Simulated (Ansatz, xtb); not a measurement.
**Two isomers of C6H4O2Se**

Structure X is `O=Cc1ccc(C=O)[se]1`, a singlet and structure Y is `O=Cc1c[se]cc1C=O`, a singlet. Both are isolated molecules in the gas phase, relaxed with B3LYP/def2-SVP; the shapes shown needn't be the lowest conformers.

X (Å):

| atom | x (Å) | y (Å) | z (Å) |
| --- | --- | --- | --- |
| C | -2.9068 | -0.4761 | -0.8577 |
| C | -1.8251 | 0.2359 | -0.1702 |
| C | -0.4654 | 0.0612 | -0.3585 |
| C | 0.3500 | 0.8927 | 0.4498 |
| C | -0.3514 | 1.7387 | 1.2907 |
| C | 0.2141 | 2.7064 | 2.2360 |
| O | -4.0865 | -0.2882 | -0.6585 |
| O | -0.4424 | 3.4278 | 2.9537 |
| Se | -2.2096 | 1.5427 | 1.1202 |
| H | -2.5520 | -1.2316 | -1.6054 |
| H | -0.0650 | -0.6612 | -1.0742 |
| H | 1.4424 | 0.8759 | 0.4200 |
| H | 1.3343 | 2.7314 | 2.2470 |

Y (Å):

```yaml
atoms:
  - { symbol: C, position_ang: [-2.1747, -0.3894, 1.1815] }
  - { symbol: C, position_ang: [-0.9710, 0.1734, 0.5185] }
  - { symbol: C, position_ang: [-0.0128, -0.6686, 0.0039] }
  - { symbol: C, position_ang: [0.5123, 1.8313, -0.3070] }
  - { symbol: C, position_ang: [-0.6746, 1.5845, 0.3430] }
  - { symbol: C, position_ang: [-1.5229, 2.7169, 0.7942] }
  - { symbol: O, position_ang: [-2.3824, -1.5753, 1.3053] }
  - { symbol: O, position_ang: [-1.2354, 3.8809, 0.6286] }
  - { symbol: Se, position_ang: [1.3941, 0.2637, -0.7728] }
  - { symbol: H, position_ang: [-2.9075, 0.3564, 1.5758] }
  - { symbol: H, position_ang: [-0.0500, -1.7571, 0.0352] }
  - { symbol: H, position_ang: [0.9110, 2.8194, -0.5343] }
  - { symbol: H, position_ang: [-2.4729, 2.4380, 1.3122] }
```

Question: Estimate which is lower in electronic energy at CCSD(T)/def2-SVP + ΔMP2/def2-TZVPP, and by roughly how much.

Answer: The CCSD(T)/def2-SVP + ΔMP2/def2-TZVPP calculation puts structure X lower, by 5.3 kcal/mol.

The same difference at several levels:

| level | geometry | E(Y) − E(X) (kcal/mol) | departure from the last row (kcal/mol) | job, with rough time for the two |
| --- | --- | --- | --- | --- |
| GFN2-xTB | GFN2-xTB | +5.1 | −0.2 | optimisation, 0.55 s |
| HF/STO-3G | GFN2-xTB | −1.2 | −6.5 | single point, 3.7 s |
| r2SCAN-D4/def2-SVP | GFN2-xTB | +6.5 | +1.2 | single point, 15 s |
| B3LYP/def2-SVP | B3LYP/def2-SVP | +6.3 | +1.0 | optimisation, 3 min |
| HF/def2-SVP | B3LYP/def2-SVP | +4.4 | −0.9 | part of the CCSD(T) run |
| MP2/def2-SVP | B3LYP/def2-SVP | +6.2 | +0.9 | part of the CCSD(T) run |
| CCSD(T)/def2-SVP | B3LYP/def2-SVP | +4.9 | −0.4 | single point |
| CCSD(T)/def2-SVP + ΔMP2/def2-TZVPP | B3LYP/def2-SVP | +5.3 |  | single point, 10 min |

As drawn, both hold the same kinds of bond in the same numbers.

HF/STO-3G puts the two in the other order. The largest departure from CCSD(T)/def2-SVP + ΔMP2/def2-TZVPP is that of HF/STO-3G, 6.5 kcal/mol. The last row adds to CCSD(T) the change of the MP2 difference between the two basis sets, here +0.4 kcal/mol.

With thermal terms from frequencies at re-optimised GFN2-xTB minima (ideal gas, soft modes damped towards free rotors, one conformer each, 298.15 K, 1 atm): on the last row, ΔE + ΔZPE = +5.1, ΔH = +5.1, ΔG = +4.9 kcal/mol.

The correlated steps freeze 17 core orbitals; the filled d shell of Se is correlated, in a basis made for valence electrons. Programs: Ansatz 0.2.0, xtb 6.7.1; the last row on 2 threads of Intel(R) Xeon(R) Processor @ 2.50GHz (Skylake/Cascade Lake) on a shared host.
